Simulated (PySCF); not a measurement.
H8OSi3, SMILES [SiH3]O[SiH2][SiH3] at its GFN2-xTB optimised geometry (Å):

```
12

Si     2.3577    -1.0470    -0.0746
O      0.7752    -0.7380     0.0000
Si    -0.8504    -0.7380     0.0000
Si    -1.5023     1.4687     0.0000
H      2.5471    -2.3048    -0.7947
H      2.9395     0.0874    -0.7894
H      2.8237    -1.1375     1.3072
H     -1.2363    -1.5231     1.1805
H     -1.2439    -1.5210    -1.1796
H     -1.2953     2.1540     1.2828
H     -0.8309     2.3048    -1.0037
H     -2.9395     1.5748    -0.2817
```

Method: PBE0/def2-TZVP (PySCF).

Map of the electron localisation function on the plane z = 0.6 Å:

```
|0000000000000000000000000000000|
|0000000000000000000000000000000|
|0000000000000000000000000000000|
|0000000000000000000000000000000|
|0000000000000000000000000000000|
|0000000001222100000000000000000|
|0000000013565310000000000000000|
|0001232125888520000000000000000|
|0004775336999741000000000000000|
|0027998645578741000000000000000|
|0038999752014631000000000000000|
|0038999841002421000000000000000|
|0016898631114531000000000000000|
|0002554324688840001100011100000|
|0000111126899831145300111100000|
|0000000025887422577520122210000|
|0000000013530015788731255420000|
|0000000013520006888741158741000|
|0000000026861015788731149973000|
|0000000158999623677521269973000|
|0000000158999831355312578752000|
|0000000148999820122101344310000|
|0000000026888610000001221100000|
|0000000002455200000001111000000|
|0000000000111000000000110000000|
|0000000000000000000000000000000|
|0000000000000000000000000000000|
|0000000000000000000000000000000|
|0000000000000000000000000000000|
|0000000000000000000000000000000|
|0000000000000000000000000000000|
```
Scale: ten equal steps from 0.000 (start of '0') to 0.988 (end of '9'), in the order '0123456789'; x runs from -5.00 to 5.00, y from -5.00 (bottom) to 5.00 (top).
